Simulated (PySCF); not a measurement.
CH6ClGeN, SMILES [CH3][Ge@H]([NH2])[Cl]. Geometry optimised at PBE0-D3(BJ)/def2-SVP. The structure was generated by enumeration; whether it is a known compound was not checked. The values are those of a single conformer.

### Question
Give the equilibrium geometry at PBE0-D3(BJ)/def2-SVP (PySCF confirms it by a frequency run) as bond lengths and angles. (The exact figures need the calculation; the answer reports its results.)

### Answer
One answer among several that fit: 
Atoms: C1 Ge2 N3 Cl4 H5 H6 H7 H8 H9 H10. Bonded distances (Å): C1–Ge2 1.934, C1–H5 1.100, C1–H6 1.099, C1–H7 1.099, Ge2–N3 1.819, Ge2–Cl4 2.193, Ge2–H8 1.534, N3–H9 1.017, N3–H10 1.017. Bond angles (°): Ge2–C1–H5 110.0, Ge2–C1–H6 109.8, Ge2–C1–H7 110.1, H5–C1–H6 109.1, H5–C1–H7 109.4, H6–C1–H7 108.5, C1–Ge2–N3 109.4, C1–Ge2–Cl4 106.4, C1–Ge2–H8 115.6, N3–Ge2–Cl4 111.9, N3–Ge2–H8 107.8, Cl4–Ge2–H8 105.7, Ge2–N3–H9 114.9, Ge2–N3–H10 115.2, H9–N3–H10 108.6.
